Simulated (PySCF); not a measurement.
Isomers of C6H12O2, one GFN2-xTB conformer each. Single-point energies are computed at PBE0/pcSseg-1 (PySCF, gas phase, no added dispersion term), electronic only.

Problem. Rank them by PBE0/pcSseg-1 energy, lowest first (kcal/mol).
A. `[CH2:1]=[C:2]([CH3:3])[CH2:4][O:5][CH2:6][O:7][CH3:8]` with C1–C2–C4–O5 0°, C2–C4–O5–C6 -179°, C4–O5–C6–O7 -67°, O5–C6–O7–C8 -67°
B. `[CH3:1][CH:2]([CH3:3])[C@H:4]([CH3:5])[O:6][CH:7]=[O:8]` with C1–C2–C4–C5 -174°, C2–C4–O6–C7 -150°, C4–O6–C7–O8 0°
C. `[CH3:1][CH:2]([CH3:3])[C@H:4]([CH3:5])[C:6](=[O:7])[OH:8]` with C1–C2–C4–C5 179°, C2–C4–C6–O7 73°, C4–C6–O8–H 179°
D. `[CH3:1][CH2:2][CH2:3][C@H:4]([CH3:5])[C:6](=[O:7])[OH:8]` with C1–C2–C3–C4 179°, C2–C3–C4–C5 -172°, C3–C4–C6–O7 35°, C4–C6–O8–H -177°
E. `[OH:1][CH2:2][C@H:3]1[CH2:4][CH2:5][CH2:6][CH2:7][O:8]1` with H–O1–C2–C3 -50°, O1–C2–C3–C4 -62°, C2–C3–C4–C5 174°, C3–C4–C5–C6 -54°, C4–C5–C6–C7 55°, C5–C6–C7–O8 -58°
F. `[CH3:1][O:2][C:3](=[O:4])[C:5]([CH3:6])([CH3:7])[CH3:8]` with C1–O2–C3–O4 0°
G. `[CH3:1][CH:2]([CH3:3])[O:4][CH2:5][C@@H:6]1[CH2:7][O:8]1` with C1–C2–O4–C5 -163°, C2–O4–C5–C6 175°, O4–C5–C6–C7 -86°
H. `[CH3:1][CH2:2][CH2:3][CH:4]1[O:5][CH2:6][CH2:7][O:8]1` with C1–C2–C3–C4 179°, C2–C3–C4–O5 175°, C3–C4–O5–C6 155°, C4–O5–C6–C7 -21°, O5–C6–C7–O8 0°, C6–C7–O8–C4 20° (2-propyl-1,3-dioxolane)
I. `[CH3:1][CH2:2][CH2:3][CH2:4][C:5](=[O:6])[O:7][CH3:8]` with C1–C2–C3–C4 175°, C2–C3–C4–C5 70°, C3–C4–C5–O6 26°, C4–C5–O7–C8 -178°

Solution. D (0.0), C (0.9), F (7.8), I (9.1), B (10.8), E (23.5), H (29.5), A (51.1), G (55.5).

As drawn, the lowest has a C=O bond, an O–H bond and a C(=O)–O unit, which the highest lacks; the highest has a three-membered ring, which the lowest lacks. Neighbours under 2.5 kcal/mol apart (CCC[C@H](C)C(=O)O and CC(C)[C@H](C)C(=O)O; COC(=O)C(C)(C)C and CCCCC(=O)OC; CCCCC(=O)OC and CC(C)[C@H](C)OC=O) can change places with a better method, another conformer or zero-point energy. GFN2-xTB itself gives, in the same order: 0.4, 0.0, 1.6, 4.3, 6.0, 8.5, 9.1, 37.4, 33.1. GFN2-xTB puts CC(C)[C@H](C)C(=O)O lowest instead; measured from each level's own lowest isomer, the values differ by up to 22.4 kcal/mol (CC(C)OC[C@@H]1CO1: 33.1 against 55.5).

Problem. Which frontier levels, dipoles and rotational constants go with these structures?

Solution. 
```json
{"SMILES": "CCC[C@H](C)C(=O)O", "HOMO (eV, PBE0/pcSseg-1)": "-7.97", "LUMO (eV)": "0.36", "dipole (D)": "1.57", "A, B, C (MHz)": "3011, 1216, 1031"}
{"SMILES": "CC(C)[C@H](C)C(=O)O", "HOMO (eV, PBE0/pcSseg-1)": "-7.88", "LUMO (eV)": "0.29", "dipole (D)": "1.57", "A, B, C (MHz)": "2425, 1758, 1459"}
{"SMILES": "COC(=O)C(C)(C)C", "HOMO (eV, PBE0/pcSseg-1)": "-7.76", "LUMO (eV)": "0.48", "dipole (D)": "1.86", "A, B, C (MHz)": "3179, 1521, 1338"}
{"SMILES": "CCCCC(=O)OC", "HOMO (eV, PBE0/pcSseg-1)": "-7.96", "LUMO (eV)": "0.43", "dipole (D)": "1.66", "A, B, C (MHz)": "4847, 906.7, 871.1"}
{"SMILES": "CC(C)[C@H](C)OC=O", "HOMO (eV, PBE0/pcSseg-1)": "-8.15", "LUMO (eV)": "0.33", "dipole (D)": "2.22", "A, B, C (MHz)": "3150, 1391, 1187"}
{"SMILES": "OC[C@H]1CCCCO1", "HOMO (eV, PBE0/pcSseg-1)": "-7.34", "LUMO (eV)": "1.46", "dipole (D)": "2.46", "A, B, C (MHz)": "3697, 1521, 1284"}
{"SMILES": "CCCC1OCCO1", "HOMO (eV, PBE0/pcSseg-1)": "-7.47", "LUMO (eV)": "1.49", "dipole (D)": "1.31", "A, B, C (MHz)": "5810, 1035, 928.0"}
{"SMILES": "C=C(C)COCOC", "HOMO (eV, PBE0/pcSseg-1)": "-7.10", "LUMO (eV)": "0.65", "dipole (D)": "0.41", "A, B, C (MHz)": "4343, 938.3, 908.8"}
{"SMILES": "CC(C)OC[C@@H]1CO1", "HOMO (eV, PBE0/pcSseg-1)": "-7.45", "LUMO (eV)": "1.39", "dipole (D)": "1.80", "A, B, C (MHz)": "5225, 915.4, 822.9"}
```
